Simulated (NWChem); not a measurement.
# WO4 (charge -2); SMILES [O]=[W-2](=[O])(=[O])=[O]

Program: NWChem. Sets without diffuse functions describe the anion's extra electron poorly. All runs use the structure optimised with B3LYP/def2-SVPD. No frequency run checked for a minimum. The highest occupied level is positive in some or all of these runs, so the extra electron may be held by the finite basis. def2 effective core potentials on W; no spin-orbit coupling. Level r2SCAN/def2-SVP: energy and gradient on several grids; changes count from the extra-fine grid, which is no exact limit either.

```csv
grid,size of the energy change (μHa),largest change of a gradient component (μHa/bohr),"time, medium = 1 (rough)"
xcoarse,1000,1000,about 1
coarse,300,400,about 1
medium,70,100,about 1
fine,< 10,< 30,about 1
xfine,< 10,< 30,2
```
